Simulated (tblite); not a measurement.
C6H12FPSi.
Z-matrix (Å and degrees, GFN2-xTB geometry), rows numbered from 1:
```
C 
C   1  1.3213
C   2  1.4861  1  124.85
C   3  1.5340  2  112.98  1  -134.52
C   4  1.5261  3  108.78  2  -160.78
C   5  1.5305  4  108.42  3    52.64
Si  6  1.9028  5  103.40  4   -37.82
F   7  1.6376  3  108.71  2  -112.41
P   7  2.2413  3  113.38  2    13.42
H   1  1.0763  2  122.14  3  -178.17
H   1  1.0778  2  121.58  3     1.87
H   2  1.0841  1  120.06  3   177.91
H   3  1.0931  2  109.42  1   -12.37
H   4  1.0914  3  110.85  2    76.82
H   4  1.0928  3  109.08  2   -41.91
H   5  1.0911  4  110.88  3   175.09
H   5  1.0918  4  109.01  3   -66.17
H   6  1.0897  5  109.93  4    80.76
H   6  1.0874  5  111.21  4  -160.45
H   9  1.3840  7   93.93  3  -162.19
H   9  1.3847  7   93.08  3   -69.29
```

Method: GFN2-xTB as coded in tblite; computed harmonic values from a numerical Hessian at the method's own geometry, unscaled. Errors from tens to a few hundred cm⁻¹ against measured bands are possible. Modes of hydrogen on phosphorus can be 10 to 20 % off. One conformer, not necessarily the lowest.

Harmonic wavenumbers (cm⁻¹): 43.0, 57.8, 71.3, 85.9, 122.4, 156.0, 171.9, 238.9, 257.4, 306.3, 331.8, 424.2, 498.8, 522.6, 614.6, 676.7, 685.3, 703.1, 734.9, 776.4, 783.1, 881.3, 889.5, 931.2, 966.1, 977.2, 1016.0, 1035.0, 1086.5, 1105.0, 1121.5, 1132.0, 1167.9, 1197.1, 1225.4, 1260.3, 1272.2, 1305.6, 1326.3, 1336.6, 1418.3, 1468.2, 1492.7, 1500.9, 1706.4, 2304.0, 2381.1, 2948.2, 2962.2, 2973.9, 2982.1, 2989.5, 2993.8, 3018.7, 3033.0, 3099.9, 3127.3.

A = 1141, B = 1110, C = 759.2 MHz; mass 162.043 u (most abundant isotopes); point group C1, symmetry number 1.

Problem. What is the zero-point energy?

Solution. ½Σν̃ = 35948 cm⁻¹ = 430.03 kJ/mol.

Problem. Give the ideal-gas entropy at 298.15 K and 1 bar in the rigid-rotor, harmonic-oscillator model (classical rotation).

Solution. Translation 172.31, rotation 126.32, vibration 156.14: S = 454.8 J/(mol K).

Problem. And Cp and H(298.15 K) − H(0)?

Solution. Cp = 183.03 J/(mol K), of which vibrations give 149.77 (their classical limit is 57 R = 473.9); H(298.15 K) − H(0) = 33.43 kJ/mol without the zero-point energy, 23.52 from vibrations.

Problem. How do the functions run with temperature in this model?

Solution. 
| T (K) | S (J/(mol K)) | Cp (J/(mol K)) | H − H(0) (kJ/mol) | G − H(0) (kJ/mol) | ln q(vib) |
| --- | --- | --- | --- | --- | --- |
| 100 | 314.1 | 92.8 | 6.35 | -25.07 | 2.60 |
| 200 | 391.8 | 136.2 | 17.79 | -60.56 | 6.10 |
| 300 | 455.9 | 183.9 | 33.77 | -103.00 | 9.35 |
| 500 | 571.0 | 269.4 | 79.56 | -205.94 | 15.55 |
| 800 | 717.0 | 350.6 | 173.68 | -399.88 | 24.25 |
| 1000 | 799.1 | 385.5 | 247.47 | -551.67 | 29.59 |

q(vib) and H(0) count from the zero-point level.

Problem. Blend soft modes into free rotors: weight 1/[1 + (100 cm⁻¹/ν̃)⁴] for the oscillator and the rest for a rotor with moment μB/(μ + B), μ = h/(8π²ν), B = 10⁻⁴⁴ kg m². What vibrational entropy results?

Solution. 140.45 J/(mol K) in place of 156.14, which changes −T·S at 298.15 K by +4.68 kJ/mol.

Hindered rotation and anharmonicity are outside this model. Other conformers, if any are populated, would add a mixing term that is left out. The structure is chiral; the term R ln 2 for an equal mix with its mirror image is left out.
